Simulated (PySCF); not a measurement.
How methods differ on the ionisation energy of K+

K+ [Ar] (1S) → K(2+) [Ne] 3s2 3p5 (2P), as a difference of total energies. Calculation: PySCF 2.14, in an even-tempered Gaussian basis (22 s from 0.028 bohr⁻², ratio 2.5; 14 p from 0.036 bohr⁻², ratio 2.5; 6 d from 1.2 bohr⁻², ratio 2.7; 5 f from 1.8 bohr⁻², ratio 2.7); scalar relativity by spin-free X2C-1e. Correlated levels: outer shells: 1s2 frozen; virtual orbitals above 40 to 60 times the deepest correlated orbital energy dropped. The calculations carry no spin-orbit coupling.

```
                method  ionisation energy (eV)  plus first-order spin-orbit estimate  error of that sum (eV)
                   UHF                  30.433                                30.347                  -1.278
                   LDA                  31.821                                31.735                  +0.110
                   PBE                  31.538                                31.453                  -0.172
                  PBE0                  31.590                                31.504                  -0.121
                r2SCAN                  31.672                                31.586                  -0.039
                 TPSSh                  31.578                                31.492                  -0.133
                B2PLYP                  31.429                                31.344                  -0.281
    MP2 (outer shells)                  31.227                                31.141                  -0.484
SCS-MP2 (outer shells)                  31.138                                31.053                  -0.572
```

Reference: 31.625 eV (measured; NIST Atomic Spectra Database, ionization energies).

A first-order spin-orbit estimate (lowest level to lowest level, LS coupling) adds -0.085 eV.
